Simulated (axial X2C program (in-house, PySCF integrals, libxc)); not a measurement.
Which molecule gave these maps?

PBE0 fields computed with an axial X2C code built on PySCF integrals, without spin–orbit coupling, near the equilibrium distance, one atom at z = 0.

The maps cover the half plane through the axis: z from -2.4 to 4.5 Å along the bond, ρ from 0.15 to 2.25 Å away from it (steps of 0.3 Å, the bottom row nearest the axis).

log10 of the density in e/bohr³:

digits 0 to 9 span -4.11 to 1.39 evenly
```
111111222222222222111000
111222222222223322221100
122223333333333333322110
222333333333444444332211
223334444444445554433211
223344556555555555543221
233345677765566665543321
233445689865567986544321
```

Electron localisation function (collinear form, no current term, damped to 0 at low density):

digits 0 to 9 span 0.00 to 1.00 evenly
```
245554211111122222110000
577765321112234443321000
788865321112455665432100
899864321113567777653200
999863211113678888765310
999852234213787788876320
999742377722771017886420
999732566652744763887421
```

Axial spin density in 10⁻³ e/bohr³:

digits 0 to 9 span -9.91 to 9.91 evenly, values beyond are clipped
```
555555555555555555555555
555555555555555555555555
555666666555555555555555
556677887765555555555555
566789999975455666555555
567899999995456887655555
668999999997457788665555
678999999999465948765555
```

Task: Which molecule is it?
A. MgP⁻
B. FeS⁻
C. NaCl⁺
D. NaGe⁺

Result: B. FeS⁻, with Fe at z = 0 and S at z = 2.120 Å, state M_S = 5/2, Λ = 2 (beyond evenly filled blocks: 2 × σα, π+α, π-α, δ+α, δ+β, δ-α), basis Fe dyall-acv3z [10s11p7d4f2g], S dyall-av3z [9s8p3d2f] (cores contracted in-house). The state is one determinant whose occupation by symmetry is held fixed; it was picked as the lowest of a PBE0 search that is not exhaustive. PBE0 can misorder states that lie within some tenths of an eV, so this need not be the ground state of the molecule. The nearest other spin-free determinant of the search, M_S = 3/2, Λ = 2, lies 0.13 eV up at the distance of the search. Without a current term, density functionals place determinants with orbital angular momentum somewhat too high. The highest occupied level of some functionals is positive through self-interaction error; at Hartree–Fock it is bound.
